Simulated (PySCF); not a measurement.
A calculated (TPSS, PySCF 2.14, cc-pVDZ-X2C, the spin-free X2C one-electron Hamiltonian (Gaussian nucleus)) atom or ion has these occupied shells.

```
shell  electrons  orbital energy (eV)  rms radius, mean of both spins (bohr)
 1s α          1             -38697.2                                 0.0286
 1s β          1             -38697.2                                 0.0286
 2s α          1              -6159.5                                  0.116
 2s β          1              -6159.5                                  0.116
 2p α          3              -5524.3                                  0.104
 2p β          3              -5524.3                                  0.104
 3s α          1              -1318.9                                  0.304
 3s β          1              -1318.9                                  0.304
 3p α          3              -1114.9                                  0.304
 3p β          3              -1114.9                                  0.304
 3d α          5              -819.18                                  0.282
 3d β          5              -819.14                                  0.282
 4s α          1              -265.83                                  0.695
 4s β          1              -265.75                                  0.695
 4p α          3              -199.28                                  0.739
 4p β          3              -199.21                                  0.739
 4d α          5              -102.23                                  0.827
 4d β          5              -102.15                                  0.827
 5s α          1              -37.411                                   1.66
 5s β          1              -36.869                                   1.66
 5p α          3              -21.121                                   1.94
 5p β          3              -20.344                                   1.94
 6s α          1               -3.263                                   4.86
 5d α          2               -2.729                                   3.40
```

(1) Name the element and its charge.

Results:

(1) La (lanthanum, neutral), in [Xe] 5d2 6s1, high-spin 4F determinant (an excited configuration).
